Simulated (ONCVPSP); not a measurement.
## Cutoff test, Tc, ONCV

ONCVPSP 4.0.1 input, shortened (lines: element, Z, core and valence counts, functional; n l f; lmax; l rc ep ncon nbas qcut; lloc lpopt rc5 dvloc0; l nproj debl; icmod fcfact rcfact), PBE, fully relativistic:

```
  Tc 43.00    8    2        4      upf
    1    0    2.00
    2    0    2.00
    2    1    6.00
    3    0    2.00
    3    1    6.00
    3    2   10.00
    4    0    2.00
    4    1    6.00
    4    2    6.00
    5    0    1.00
    2
    0    3.10    0.00    4    7    2.20
    1    3.05    0.06    3    7    2.40
    2    2.35    0.00    4    9    5.50
    4    5    1.60    0.00
    0    2    2.20
    1    2    2.40
    2    1    3.10
    3    3.25    1.15
```

Open shells are filled in proportion to 2j + 1.

In the p channel the program set the typed energies aside and used 0.050, 2.450 Ha (j = l + 1/2; the other j can differ).

Question: For each optimised wave give the share of its norm inside rc, the residual kinetic energy above qcut (Ha) and the cutoffs (Ha) for errors of 10, 1, 0.1 and 0.01 mHa per electron.

Answer:

```csv
wave,norm inside rc,residual KE,10 mHa,1 mHa,0.1 mHa,0.01 mHa
5s,0.444,1.4e-03,1.4,2.8,10.4,13.1
s projector 2,0.173,2.2e-01,7.7,15.9,18.9,22.9
p projector 1 j=3/2,0.341,2.3e-04,0.9,2.2,4.9,16.4
p projector 2 j=3/2,0.166,8.4e-02,7.1,21.4,30.8,59.6
p projector 1 j=1/2,0.360,2.7e-04,0.8,2.2,5.7,17.3
p projector 2 j=1/2,0.170,7.9e-02,7.0,21.5,31.0,61.0
4d j=5/2,0.773,7.7e-05,10.5,12.8,14.9,50.0
4d j=3/2,0.784,8.3e-05,10.5,12.9,14.9,50.4
```

The occupied waves need 13 Ha and 15 Ha for 1 and 0.1 mHa. Note: ghosts flagged at negative energy: s at -0.96 eV; GHOST(+) flagged for p3/2 at 53.1 eV, p1/2 at 55.4 eV. A true bound ghost makes a file unfit for plane-wave use. 3 of 4 tests not solved or not reliable.
